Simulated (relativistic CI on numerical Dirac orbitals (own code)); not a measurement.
# Forbidden transitions in Eu34+

Method of calculation: Dirac-Coulomb-Breit CI, separate exchange-only KLI orbitals for each configuration, model QED (radiative potential, 1s self-energy scaled to tabulated hydrogen-like ionisation energies), unscaled Slater integrals (own radial code, finite nucleus).

CI space (outside the closed core [Ar]): 3d10 4s, 3d10 4p, 3d10 4d, 3d10 4f, 3d10 5s, 3d10 5p, 3d10 5d, 3d10 5f, 3d10 5g, 3d9 4p2, 3d10 6s, 3d10 6p, 3d10 6d, 3d8 4s 4p2, 3d9 4s2, 3d10 6f. Levels of other configurations are missing.

```tsv
λ vac (Å)	Lower	Upper	Type	A (s⁻¹)	log gf
11.448	3d10 4p 2P°_3/2 [3]	3d9 4p2 2F_7/2 [44]	M2	1.64e+06	-6.59
11.888	3d10 4p 2P°_3/2 [3]	3d9 4p2 2F_7/2 [35]	M2	1.55e+05	-7.58
11.971	3d10 4p 2P°_3/2 [3]	3d9 4p2 4D_7/2 [28]	M2	5.16e+05	-7.05
12.419	3d10 4s 2S_1/2 [1]	3d9 4s2 2D_3/2 [25]	E2	1.15e+09	-3.97
12.800	3d10 4s 2S_1/2 [1]	3d9 4s2 2D_5/2 [22]	E2	1.10e+09	-3.79
54.048	3d9 4s2 2D_5/2 [22]	3d9 4p2 2F_7/2 [44]	E2	1.81e+05	-6.20
261.89	3d9 4p2 4D_7/2 [28]	3d9 4p2 2F_7/2 [44]	M1	2.29e+05	-4.73
279.51	3d9 4p2 2F_5/2 [30]	3d9 4p2 2F_7/2 [44]	M1	3.19e+05	-4.52
335.22	3d9 4p2 2D_5/2 [26]	3d9 4p2 4D_7/2 [28]	M1	3.38e+05	-4.34
```

Terms are leading LS components. Brackets give the number of a level in order of energy, since labels repeat. The list gives strong lines, with weight on those to low levels, among the lowest 53 of 264 levels, so that lines to higher ones, which can be the strongest, are missing. Levels whose partners in the same complex of configurations lie outside the list can be far off, and so can their lines. Rates are taken at the computed energies, electric ones in the length gauge.

At this charge energies of transitions that change n are usually good to better than 1 %, and those within a shell (Δn = 0) to a few per cent.

LS names give the leading component of a level, which can be under half, so a name can repeat, a term be missing and a line seem to break the LS rules.
